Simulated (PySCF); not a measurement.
CH11NSi3. Atoms are numbered in the order given.

```xyz
16

C     -2.3571     1.0426     0.7614
Si    -1.9966    -0.3852    -0.4005
N     -0.3681    -0.3701    -1.0347
Si     1.0854    -0.9287    -0.2503
Si     2.2777     0.8700     0.6836
H     -3.3887     0.9889     1.1447
H     -2.2323     2.0102     0.2505
H     -1.6713     1.0240     1.6233
H     -2.9365    -0.3295    -1.5637
H     -2.1796    -1.6737     0.3353
H     -0.2299     0.1897    -1.8721
H      1.9707    -1.6675    -1.2072
H      0.6654    -1.8615     0.8406
H      1.4311     1.5498     1.7154
H      3.5605     0.4428     1.3268
H      2.5983     1.8766    -0.3790
```

Geometry optimised at PBE0-D3(BJ)/def2-SVP. This is a generated structure with no PubChem entry under its InChIKey; it may be hypothetical. Other conformers were not sampled.

These are SMD-ωB97X/def2-SVP run with PySCF values and carry that method's errors.

Solvation free energies are E(SMD) − E(gas) at the gas-phase geometry, for 1 M in both phases. In vacuum the dipole moment is 0.91 D.

| solvent | ΔG(solv) (kcal/mol) | its non-electrostatic (CDS) part | dipole (D) |
|---|---|---|---|
| water | ___ | ___ | ___ |
| n-hexane | -1.3 | -0.4 | 1.01 |
| acetone | -2.2 | 0.3 | 1.25 |

### Question
Some entries are withheld; supply them. (An estimate is asked for; the answer gives what the named calculation found.)

### Answer

- water, ΔG(solv) (kcal/mol): 3.1
- water, its non-electrostatic (CDS) part: 5.8
- water, dipole (D): 1.29
